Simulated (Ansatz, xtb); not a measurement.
**H7NOSi2Zn: where a starting geometry ends**

The starting geometry of this gas-phase singlet is a given trial structure with two atoms exchanged.

```json
{"atom": "N", "x (Å)": "0.4967", "y (Å)": "1.9631", "z (Å)": "0.9807"}
{"atom": "O", "x (Å)": "-0.4414", "y (Å)": "2.6939", "z (Å)": "-0.0465"}
{"atom": "Si", "x (Å)": "-0.8936", "y (Å)": "-0.9005", "z (Å)": "0.9397"}
{"atom": "Si", "x (Å)": "1.2348", "y (Å)": "-0.5684", "z (Å)": "-0.9100"}
{"atom": "Zn", "x (Å)": "0.6143", "y (Å)": "-0.1595", "z (Å)": "0.7380"}
{"atom": "H", "x (Å)": "-0.9725", "y (Å)": "2.2205", "z (Å)": "-0.7397"}
{"atom": "H", "x (Å)": "-1.8639", "y (Å)": "-0.3721", "z (Å)": "-0.0648"}
{"atom": "H", "x (Å)": "-0.8224", "y (Å)": "-2.3537", "z (Å)": "0.7873"}
{"atom": "H", "x (Å)": "-1.4868", "y (Å)": "-0.5843", "z (Å)": "2.3240"}
{"atom": "H", "x (Å)": "2.5600", "y (Å)": "0.0439", "z (Å)": "-1.0721"}
{"atom": "H", "x (Å)": "0.2920", "y (Å)": "-0.0253", "z (Å)": "-1.8769"}
{"atom": "H", "x (Å)": "1.3597", "y (Å)": "-2.0127", "z (Å)": "-1.0257"}
```

Q: Guess where an optimisation with r2SCAN-D4/def2-SVP ends from this start.

A: It ends as a structure given below by its coordinates. Distances that change by over a tenth: N1–Zn5 (2.14 → 1.85 Å), Si3–Zn5 (1.69 → 2.33 Å). Contacts that open: Si4–Zn5 (1.81 → 3.27 Å). Contacts that close: N1–Si4 (3.24 → 1.74 Å).

The energy falls by 12.25 eV over 41 steps:

| step | E − E(last) (eV) |
| --- | --- |
| 1 | 12.250 |
| 5 | 3.059 |
| 10 | 2.682 |
| 14 | 2.626 |
| 19 | 2.243 |
| 23 | 0.363 |
| 28 | 0.043 |
| 32 | 0.006 |
| 37 | 0.000 |
| 41 | 0.000 |

Final geometry (Å):

```yaml
atoms:
  - { symbol: N, position_ang: [0.3976, 0.7618, -0.7586] }
  - { symbol: O, position_ang: [0.4123, 2.1268, -0.2199] }
  - { symbol: Si, position_ang: [-1.9924, -1.4396, 1.8669] }
  - { symbol: Si, position_ang: [1.9041, 0.4234, -1.5617] }
  - { symbol: Zn, position_ang: [-0.6175, -0.2468, 0.4075] }
  - { symbol: H, position_ang: [-0.0947, 2.6223, -0.8824] }
  - { symbol: H, position_ang: [-3.4261, -1.4119, 1.4352] }
  - { symbol: H, position_ang: [-1.5804, -2.8772, 1.9446] }
  - { symbol: H, position_ang: [-1.9353, -0.8846, 3.2562] }
  - { symbol: H, position_ang: [3.1232, 0.6040, -0.7092] }
  - { symbol: H, position_ang: [2.0851, 1.2815, -2.7756] }
  - { symbol: H, position_ang: [1.8010, -1.0148, -1.9689] }
```

From the same start GFN2-xTB reaches the same bonding as this run.

From so rough a start the end depends on the optimiser's path, so another program may land elsewhere. The end wasn't checked by frequencies. Run with Ansatz 0.2.0, 3.7 min on 2 threads of Arm Neoverse V1, on a shared host.
